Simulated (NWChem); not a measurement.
# CH5O cation; SMILES C[OH2+]

```xyz
7

C     -0.0013     0.7990     0.0000
O     -0.0310    -0.6868     0.0000
H     -0.5445     1.0999    -0.9020
H     -0.5445     1.0999     0.9020
H      1.0418     1.1368     0.0000
H      0.3249    -1.1179    -0.8022
H      0.3249    -1.1179     0.8022
```
Atoms are numbered in this order, from 1.

Program: NWChem. Pople sets run with spherical d functions. The geometry was optimised at PBE0/def2-SVP. Vzz is the largest principal value of the second derivative of the potential at the nucleus (NWChem prints the opposite sign); η is the asymmetry. Non-relativistic.

Problem. Estimate the computed values for Hartree-Fock/6-31G*. Quantities: Vzz O2 (a.u.); η O2.

Solution. 
```json
{
 "Vzz O2 (a.u.)": "-1.942",
 "η O2": "0.07"
}
```
